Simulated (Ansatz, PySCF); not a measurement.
Gas-phase reaction in SMILES: [CH2][SiH](Cl)Cl → C[Si](Cl)Cl
Geometries: B3LYP-D3(BJ)/def2-TZVP minima from Ansatz (a program for electronic structure), one conformer each, not searched for the lowest. Frequencies are from Ansatz.

Wanted: isomerisation energy (enthalpy at 298 K, with B3LYP-D3(BJ) rigid-rotor harmonic-oscillator terms), in kJ/mol. Cores are frozen in the correlated levels unless marked. Open shells are spin-unrestricted. No spin-orbit coupling. Non-relativistic. CBS marks a two-point X^-3 extrapolation of the correlation energy; Hartree-Fock from the larger set. [CCSD(T)-MP2]/basis is that difference in the basis named.

RI-MP2/CBS(cc-pV(T+d)Z,cc-pV(Q+d)Z)+[CCSD(T)-MP2]/cc-pV(T+d)Z (Ansatz) gives -37.8 kJ/mol.

Q: Another calculation gave -40.8 kJ/mol. Which level was it?
(A) PBE/def2-TZVPD (Ansatz)
(B) B97M-V/def2-TZVPD (Ansatz)
(C) SVWN5/def2-TZVPD (Ansatz)
(D) HF/def2-TZVPD (PySCF)

A: B, B97M-V/def2-TZVPD (Ansatz). The others give -7.3 (HF), -72.5 (SVWN5), -58.7 (PBE) kJ/mol.
